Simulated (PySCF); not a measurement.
A GIAO shielding run with PySCF (density fitting, non-relativistic, gas phase) on `Clc1cccc2c1C=C[SiH2]2`, C8H7ClSi:

```
$ OMP_NUM_THREADS=1 python probes_run.py task.json out

{"job": {"kind": "nmr", "xc": "PBE0", "basis": "pcSseg-1"}, "charge": 0, "multiplicity": 1}
Cl     0.475863     3.253224    -0.376672
C      0.793579     1.556660    -0.203483
C      2.111586     1.121477    -0.208777
C      2.389177    -0.226112    -0.071721
C      1.355790    -1.143774     0.070986
C      0.044928    -0.716855     0.076573
C     -0.249657     0.652502    -0.061809
C     -1.667972     0.977657    -0.040898
C     -2.514845    -0.047965     0.105880
Si    -1.577704    -1.674417     0.246787
H      2.910396     1.838593    -0.319756
H      3.415848    -0.560580    -0.076281
H      1.579620    -2.195222     0.177705
H     -1.972652     2.009126    -0.141786
H     -3.581867     0.097848     0.132565
H     -1.711320    -2.333266     1.546929
H     -1.807769    -2.596865    -0.866153
```

Hardware: 1 thread of an Arm Neoverse V1, shared host. The job also computes population analyses, field gradients, ring-centre shieldings.

(1) How large is the calculation?

(2) How long does it take, and how much memory does it need?

## Answers

(1) 86 electrons, 219 basis functions and 1176 auxiliary functions.

(2) 44 s of wall time, with 14 SCF cycles and 5 response iterations; peak memory 1.1 GiB. Times on a shared host scatter by some tens of per cent.
